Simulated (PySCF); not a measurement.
**Sb⁺: ionisation energy**

Sb⁺ [Kr] 4d10 5s2 5p2 (3P) → Sb²⁺ [Kr] 4d10 5s2 5p1 (2P), as a difference of total energies. All numbers are calculated (PySCF 2.14, scalar relativity by spin-free X2C-1e, in x2c-TZVPall (8s6p4d2f, 60 functions)). Correlated levels: valence: [Kr] 4d10 frozen. The calculations carry no spin-orbit coupling.

```json
{"method": "UHF", "ionisation energy (eV)": "16.010"}
{"method": "PBE", "ionisation energy (eV)": "16.470"}
{"method": "r2SCAN", "ionisation energy (eV)": "16.640"}
{"method": "MP2 (valence)", "ionisation energy (eV)": "16.310"}
{"method": "SCS-MP2 (valence)", "ionisation energy (eV)": "16.247"}
```

**Question.** How much does correlation contribute at MP2 (valence)?

**Answer.** 16.310 − (16.010) = 0.300 eV, measured against UHF.

The reference lies between the lowest fine-structure levels, while these numbers refer to the centres of the terms.

Errors of the correlated levels include the incompleteness of this basis and the frozen core.

For comparison: 16.626 ± 0.025 eV (measured; NIST Atomic Spectra Database, ionization energies).
